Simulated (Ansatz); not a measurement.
`C[N](C)[Mg][OH]` and `CN(C)CO` differ in one atom or group.

Ansatz, PBE0-D4/def2-TZVP geometries, multiplicity 1. Each molecule was computed in one conformer, which needn't be the lowest.

```tsv
property	`C[N](C)[Mg][OH]`
HOMO–LUMO gap (B3LYP/def2-TZVPP) / eV	4.00
HOMO energy (PBE/def2-TZVPP) / eV	-4.22
HOMO energy (ωB97M-V/def2-TZVPP) / eV	-7.74
size of the dipole moment (PBE/def2-TZVPP) / D	0.67
size of the dipole moment (B3LYP/def2-TZVPP) / D	0.72
HOMO–LUMO gap (PBE0/def2-TZVPP) / eV	4.47
```

(1) Give the same properties after the change, and the shifts. (Estimate.)

Results:

(1) Computed: 
| property | `CN(C)CO` | shift |
| --- | --- | --- |
| HOMO–LUMO gap (B3LYP/def2-TZVPP) / eV | 7.17 | 3.17 |
| HOMO energy (PBE/def2-TZVPP) / eV | -5.15 | -0.93 |
| HOMO energy (ωB97M-V/def2-TZVPP) / eV | -8.84 | -1.10 |
| size of the dipole moment (PBE/def2-TZVPP) / D | 1.49 | 0.82 |
| size of the dipole moment (B3LYP/def2-TZVPP) / D | 1.56 | 0.84 |
| HOMO–LUMO gap (PBE0/def2-TZVPP) / eV | 7.71 | 3.24 |

With PBE0 the HOMO falls by 1.07 eV and the LUMO rises by 2.17 eV, so the gap widens by about 3.24 eV. PBE moves the HOMO by -0.93 eV and ωB97M-V by -1.10 eV. The zero-point energy changes by 86.7 kJ/mol with +6 modes. Dipoles are sizes alone; their direction can turn.

B3LYP here is the variant with VWN-RPA as its local correlation; programs differ in this.
